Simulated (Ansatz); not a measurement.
Reaction (ligand exchange at a Ge–Se bond): `[GeH3][SeH]` + `CC#CS` → `CC#C[S][GeH3]` + H₂Se

Isolated molecules relaxed with PBE0-D4/def2-TZVP in Ansatz; ΔE leaves out vibrations. CBS: MP2 limit from def2 TZ/QZ plus the TZ coupled-cluster correction, frozen cores. DFT in def2-TZVPP. B3LYP here is the variant with VWN-RPA as its local correlation; programs differ in this. For Ge, Se outer-core shells are correlated without core-valence functions, which leaves a few kJ/mol of doubt a bond. Scalar relativity is left out up to krypton. One conformer a species, not always the lowest.

```csv
level,ΔE (kJ/mol)
B3LYP,9.2
MP2/def2-TZVPP,2.5
HF/CBS(def2),12.4
MP2/CBS(def2),3.7
```

Q: What does CCSD(T)/CBS give? (An estimate is asked.)

A: Computed: +5.7 kJ/mol. The listed levels differ from it by 3.5, -3.2, 6.7, -2.0 kJ/mol.

Largest T1 diagnostic among the species: 0.012.

The D4 term adds −4.3 kJ/mol with B3LYP and −2.5 kJ/mol with PBE0; it sums over pairs of atoms, weighted by their polarisabilities, and B3LYP, whose exchange is more repulsive, gets the larger term. In def2-TZVPP, CCSD(T) changes the Hartree–Fock value by −7.8 kJ/mol (the triples alone add −2.0 kJ/mol) and MP2 by −9.9 kJ/mol.
